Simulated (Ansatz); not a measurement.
Process, species as SMILES: O[Si](O)(O)S [thiosilicic acid] → O[Si](O)(O)[S] + H atom (the H-S bond at the site shown breaks; other sites are not compared here)
Structures are relaxed separately at B3LYP-D3(BJ)/def2-TZVP in Ansatz (an electronic-structure program), one conformer each, not searched for the lowest. Frequencies are from Ansatz.
Geometry of the first species:
```xyz
9

O      0.5711    -0.1832     1.6663
Si    -0.2167    -0.1738     0.2354
O     -0.5207    -1.7395    -0.1244
O     -1.6636     0.5950     0.2326
S      1.0110     0.8759    -1.1583
H      0.3597    -0.9015     2.2704
H     -1.0819    -1.9271    -0.8812
H     -1.6689     1.5454     0.3742
H      2.1556     0.3238    -0.7216
```

Wanted: bond dissociation energy (enthalpy at 298 K, with B3LYP-D3(BJ) rigid-rotor harmonic-oscillator terms), in kcal/mol. Cores are frozen in the correlated levels unless marked. UHF or UKS for open shells. Spin-orbit coupling is left out. Non-relativistic. Basis-set limits of correlation are two-point, X^-3; Hartree-Fock from the larger set.

Level to compare with: CCSD(T)/CBS(cc-pV(T+d)Z,cc-pV(Q+d)Z) (Ansatz), 91.4 kcal/mol. It is a level with limits of its own, and the differences hold the functionals' basis error too.

Q: Rank these functionals by how close they come to CCSD(T)/CBS(cc-pV(T+d)Z,cc-pV(Q+d)Z), closest first: revPBE/def2-TZVPD (Ansatz); B97M-V/def2-TZVPD (Ansatz); r2SCAN0/def2-TZVPD (Ansatz).

A: B97M-V/def2-TZVPD (meta-GGA with VV10, 89.5 kcal/mol, difference -1.9), r2SCAN0/def2-TZVPD (hybrid meta-GGA, 87.3 kcal/mol, difference -4.1), revPBE/def2-TZVPD (GGA, 85.1 kcal/mol, difference -6.3)
